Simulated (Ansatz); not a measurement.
System: SiH₃F, charge 0, singlet. SiH3F (fluorosilane, SMILES F[SiH3]).
B3LYP-D3(BJ)/def2-TZVP minimum from Ansatz (a first-principles code):
```xyz
5

Si    -0.4862     0.0000    -0.1271
F      1.0677    -0.0001     0.2790
H     -0.8510     1.3637    -0.5621
H     -0.6773    -0.9663    -1.2277
H     -1.2744    -0.3971     1.0573
```

Property: atomisation energy (electronic, to ground-state atoms), in kJ/mol. Open shells are spin-unrestricted; no spin-orbit coupling. CBS(X,Y): correlation extrapolated as X^-3, Hartree-Fock from the larger set (Q,5: extrapolated as (X+1)exp(-9√X)). A bracket is a step between two methods taken in the basis named. The functionals are non-relativistic, so their misses hold any scalar relativity. Double hybrids freeze cores in their MP2 part. '+ core + X2C': CCSD(T) terms for core correlation (cc-pwCVTZ, 1s frozen past Ne) and scalar relativity (cc-pVTZ-DK). Where a partner has so few electrons that a lower coupled-cluster level is exact, that level stands in.

CCSD(T)/CBS(cc-pV(Q+d)Z,cc-pV(5+d)Z) + [CCSDT(Q) - CCSD(T)]/cc-pV(T+d)Z + [CCSDTQ - CCSDT(Q)]/cc-pV(D+d)Z + core + X2C (Ansatz) gives 1597.3 kJ/mol.

Question: What does PBE/def2-TZVPD (Ansatz) give here, and how do the other levels compare?

Answer: PBE gives 1560.4 kJ/mol, 36.9 kJ/mol below it. Differences of the others: r2SCAN/def2-TZVPD (Ansatz) -16.5; wB97M-V/def2-TZVPD (Ansatz) -8.1; B2PLYP/def2-TZVPD (Ansatz) -25.6; CCSD(T)/CBS(cc-pV(Q+d)Z,cc-pV(5+d)Z) + core + X2C (Ansatz) 0.7 kJ/mol. Nearer than PBE: r2SCAN/def2-TZVPD, wB97M-V/def2-TZVPD, B2PLYP/def2-TZVPD, CCSD(T)/CBS(cc-pV(Q+d)Z,cc-pV(5+d)Z) + core + X2C.
